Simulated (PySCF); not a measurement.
A series of derivatives of 1,2,5-Thiadiazole

Parent skeleton `[cH:1]1[cH:2][n:3][s:4][n:5]1`; one hydrogen on atom 1 is replaced by X. Hydrogens on one atom are averaged.

Gas phase, no relativistic terms, one averaged value for each set of equivalent atoms, one conformer. GFN2-xTB structure; shieldings: GIAO PBE0/pcSseg-1; PySCF 2.14.

References, each an isolated molecule treated in the same way: TMS for 13C (σref 186.93), 1H (σref 31.72); NH3 for 15N (σref 267.73); 33S (σref 503.73) vs CS2.

Parent (X = H): C1 152.7, C2 152.7, N3 402.9, S4 528.6, N5 402.9, H(C2) 8.69 ppm. Effects are Δδ = δ(X) − δ(H), positive for deshielding.

Task: Order these by the shift of H(C2), most shielded first.
A. X = CH2OCH3
B. X = C2F5
C. X = OSiH3
D. X = Cl
E. X = propynyl
F. X = SO2CH3

Result: C (-0.59 ppm), D (-0.33 ppm), E (-0.15 ppm), A (-0.01 ppm), F (+0.28 ppm), B (+0.43 ppm).

Task: Order these by the shift of N5, most shielded first.
A. X = C2H5
B. X = OSiH3
C. X = OiPr
D. X = Cl
E. X = tBu
F. X = SO2CH3

Result: C (-82.2 ppm), B (-72.0 ppm), E (-21.3 ppm), D (-18.3 ppm), A (-15.6 ppm), F (-13.0 ppm).

Task: Order these by the shift of C2, most shielded first.
A. X = CH2OCH3
B. X = SO2CH3
C. X = OiPr
D. X = propynyl

Result: C (-10.3 ppm), B (-3.3 ppm), A (-0.9 ppm), D (+4.1 ppm).

Experimental scales use liquid or dissolved standards, which lie at an offset from isolated NH3 (liquid NH3: subtract about 20 ppm). Unscaled 15N shifts of sp2 nitrogen come out 20 to 40 ppm too high even then.
